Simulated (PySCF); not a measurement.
Cu(OH) (CuHO), SMILES [OH][Cu], multiplicity 1.

Coordinates come from a r2SCAN-D4/def2-TZVP optimisation. The spin state was assumed, not searched.

Method: TDA-PBE0/def2-TZVPD in PySCF.

Vertical excitations. The molecule is in vacuum. State labels are in the subgroup Cs.

**Question.** Give excitation energies, oscillator strengths and character. (Estimate from the structure and the level; the computed values follow.)

**Answer.** 
```json
[
 {"state": "S1", "symmetry": "A\"", "energy (eV)": "2.32", "λ (nm)": "535", "f": "0.011", "main pairs": "HOMO→LUMO 94 %"},
 {"state": "S2", "symmetry": "A'", "energy (eV)": "2.81", "λ (nm)": "441", "f": "0.025", "main pairs": "HOMO−1→LUMO 91 %"},
 {"state": "S3", "symmetry": "A'", "energy (eV)": "3.07", "λ (nm)": "404", "f": "0.006", "main pairs": "HOMO−2→LUMO 95 %"},
 {"state": "S4", "symmetry": "A\"", "energy (eV)": "3.22", "λ (nm)": "385", "f": "0.000", "main pairs": "HOMO−3→LUMO 99 %"},
 {"state": "S5", "symmetry": "A'", "energy (eV)": "3.22", "λ (nm)": "385", "f": "0.000", "main pairs": "HOMO−4→LUMO 98 %"},
 {"state": "S6", "symmetry": "A\"", "energy (eV)": "4.42", "λ (nm)": "280", "f": "0.001", "main pairs": "HOMO−5→LUMO 93 %"},
 {"state": "S7", "symmetry": "A\"", "energy (eV)": "5.47", "λ (nm)": "227", "f": "0.001", "main pairs": "HOMO→LUMO+1 97 %"},
 {"state": "S8", "symmetry": "A'", "energy (eV)": "5.55", "λ (nm)": "223", "f": "0.034", "main pairs": "HOMO−6→LUMO 48 %, HOMO→LUMO+2 38 %"},
 {"state": "S9", "symmetry": "A'", "energy (eV)": "5.77", "λ (nm)": "215", "f": "0.118", "main pairs": "HOMO−1→LUMO+1 86 %"},
 {"state": "S10", "symmetry": "A\"", "energy (eV)": "5.90", "λ (nm)": "210", "f": "0.120", "main pairs": "HOMO−1→LUMO+2 94 %"},
 {"state": "T1", "symmetry": "A'", "energy (eV)": "1.70", "λ (nm)": "727", "f": "0", "main pairs": "HOMO−1→LUMO 95 %"},
 {"state": "T2", "symmetry": "A\"", "energy (eV)": "1.84", "λ (nm)": "674", "f": "0", "main pairs": "HOMO→LUMO 91 %"},
 {"state": "T3", "symmetry": "A'", "energy (eV)": "2.56", "λ (nm)": "485", "f": "0", "main pairs": "HOMO−2→LUMO 95 %"},
 {"state": "T4", "symmetry": "A\"", "energy (eV)": "2.81", "λ (nm)": "441", "f": "0", "main pairs": "HOMO−3→LUMO 97 %"}
]
```
Triplets are in the Tamm–Dancoff approximation.
